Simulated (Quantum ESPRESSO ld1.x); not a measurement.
The numbers below are computed, except where a source is named.
The table gives one normalised radial function P(r) = r R(r) of Ag17+ in [Ar] 3d10 4s2 (r in bohr). Code: ld1.x of Quantum ESPRESSO 7.5. Model: scalar-relativistic Kohn-Sham, LDA (Slater exchange, Perdew-Zunger correlation), spin-unpolarised, spherical densities, point nucleus.

r,P
0.004543,0.1233
0.005205,0.1353
0.005916,0.1469
0.006723,0.1586
0.007703,0.1708
0.008755,0.1816
0.01003,0.1918
0.0114,0.1996
0.01306,0.2049
0.01484,0.2064
0.01701,0.2028
0.01933,0.1936
0.02214,0.1763
0.02517,0.1518
0.02884,0.1161
0.03277,0.0728
0.03725,0.0206
0.04267,-0.0436
0.0485,-0.1096
0.05557,-0.1814
0.06316,-0.2448
0.07236,-0.2998
0.08224,-0.3314
0.09422,-0.3343
0.1071,-0.3007
0.1227,-0.2219
0.1394,-0.1083
0.1585,0.0352
0.1816,0.2026
0.2064,0.3493
0.2364,0.4611
0.2687,0.4953
0.3078,0.4324
0.3499,0.2742
0.4009,0.0193
0.4556,-0.2595
0.522,-0.5274
0.5932,-0.6792
0.6797,-0.6661
0.7725,-0.4626
0.878,-0.1003
1.006,0.3679
1.143,0.7660
1.31,1.0227
1.489,1.0532
1.705,0.8891
1.938,0.6364
2.221,0.3697
2.524,0.1840
2.892,0.0706
3.287,0.0229
3.765,0.0053
4.28,0.0010

Which n and l does it have? It may be an empty orbital.

Answer. n = 5, l = 0: the number of nodes gives n - l - 1 = 4, the rise at small r (about r^(l+1)) gives l, and the extent must fit the shell. The curve is that of 5s. 5s (empty): eigenvalue -253.25 eV, 4 radial nodes at r = 0.0390, 0.154, 0.405, 0.905 bohr, <r> = 1.40 bohr, 90 % of the charge inside 1.94 bohr.
